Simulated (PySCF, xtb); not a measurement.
C4H6BrF, SMILES F/C=C/CCBr.

GFN2-xTB in xtb at its own geometry gives an orbital gap of 4.90 eV and a dipole moment of 1.52 D.

Coordinates come from a PBE0-D3(BJ)/def2-SVP optimisation. The structure was generated by enumeration; whether it is a known compound was not checked. One conformer was computed; it need not be the lowest.

### Question
What does PBE/def2-TZVP (PySCF) give? (Estimate from the structure and the level; the computed values follow.)

### Answer
gap 5.16 eV (levels -6.27 and -1.10 eV), dipole 0.50 D.
